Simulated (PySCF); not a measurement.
Members of one family of related compounds. Computed, not measured: PySCF, TDDFT CAM-B3LYP/def2-SVPD, vertical, gas phase, core orbitals frozen in the response. Geometries: PBE0-D3(BJ)/def2-SVP; one conformer of each isolated species. Triplets are in the Tamm–Dancoff approximation. 'Strongest' means the level of largest summed f among the lowest 10 singlets; it needn't be the same kind of state in each.

Question: Rank by computed HOMO energy, lowest first.
A. `N[SiH2]Nc1ccccc1`
B. `BN[SiH2]N`
C. `FC(F)(F)CN[SiH2]N`
D. `CC(C)(C)N[SiH2]N`

Answer: B (-9.12 eV), C (-8.77 eV), D (-8.01 eV), A (-7.08 eV).

```json
{"SMILES": "BN[SiH2]N", "HOMO (eV)": "-9.12", "α (au)": "58.5", "S1 (eV)": "6.66", "strongest (eV)": "7.89", "first f ≥ 0.01 (nm)": "186", "S1 mainly": "H→L (61%)"}
{"SMILES": "N[SiH2]NCC(F)(F)F", "HOMO (eV)": "-8.77", "α (au)": "69.8", "S1 (eV)": "6.62", "strongest (eV)": "7.95", "first f ≥ 0.01 (nm)": "187", "S1 mainly": "H-1→L (49%)"}
{"SMILES": "CC(C)(C)N[SiH2]N", "HOMO (eV)": "-8.01", "α (au)": "92.8", "S1 (eV)": "6.31", "strongest (eV)": "7.68", "first f ≥ 0.01 (nm)": "196", "S1 mainly": "H→L (59%)"}
{"SMILES": "N[SiH2]Nc1ccccc1", "HOMO (eV)": "-7.08", "α (au)": "113.7", "S1 (eV)": "4.89", "strongest (eV)": "6.76", "first f ≥ 0.01 (nm)": "254", "S1 mainly": "H→L+1 (59%)"}
```

H and L stand for HOMO and LUMO.

- `BN[SiH2]N`: Löwdin shares by element: HOMO nitrogen 65%, silicon 12%, hydrogen 8% or more (atoms not listed hold the other 15%); LUMO boron 27%, silicon 21%, hydrogen 10% or more, nitrogen 9% or more (atoms not listed hold the other 33%).
- `N[SiH2]NCC(F)(F)F`: Löwdin shares by element: HOMO nitrogen 56%, silicon 11%, carbon 8% or more (atoms not listed hold the other 25%); LUMO silicon 38%, hydrogen 26% or more, nitrogen 12% or more (atoms not listed hold the other 24%).
- `CC(C)(C)N[SiH2]N`: Löwdin shares by element: HOMO nitrogen 54% or more, carbon 14% or more, silicon 11% (atoms not listed hold the other 21%); LUMO silicon 30%, hydrogen 17% or more, nitrogen 8% or more (atoms not listed hold the other 45%).
- `N[SiH2]Nc1ccccc1`: Löwdin shares by element: HOMO carbon 41% or more, nitrogen 25% or more (atoms not listed hold the other 34%); LUMO silicon 26%, hydrogen 19% or more, nitrogen 10% or more (atoms not listed hold the other 45%).
